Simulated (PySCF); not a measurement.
C3H9OSi, SMILES O[Si](C)(C)[CH2], doublet (PBE0/def2-SVP optimised geometry):

```
14

C     -0.792    -2.050    -1.504
Si    -0.160    -1.158     0.000
C     -0.836     0.593     0.000
C     -0.619    -2.059     1.573
O      1.521    -1.158     0.000
H     -0.415    -3.038    -1.798
H     -1.579    -1.660    -2.160
H     -0.547     1.142    -0.911
H     -0.461     1.158     0.868
H     -1.938     0.589     0.049
H     -0.188    -1.547     2.448
H     -0.231    -3.089     1.558
H     -1.711    -2.106     1.705
H      1.938    -0.812    -0.794
```

Calculation: PySCF with unrestricted PBE0/def2-TZVP.

**Question.** What are the frontier orbital energies (α orbitals alone; a β orbital can be the lowest empty one) and the dipole moment?

**Answer.** HOMO-2 -8.75 eV, HOMO-1 -8.27 eV, HOMO -6.85 eV, LUMO 0.90 eV, LUMO+1 1.68 eV; dipole moment 1.36 D.

On the same geometry unrestricted PBE/def2-TZVP run with PySCF gives HOMO-2 -7.31 eV, HOMO-1 -6.80 eV, HOMO -5.46 eV, LUMO 0.07 eV, LUMO+1 0.82 eV; dipole moment 1.23 D.

Meta-Löwdin charges at PBE0/def2-TZVP: C1 -0.51, Si2 1.13, C3 -0.63, C4 -0.62, O5 -0.76, H6 0.13, H7 0.13, H8 0.13, H9 0.13, H10 0.13, H11 0.13, H12 0.13, H13 0.13, H14 0.35.
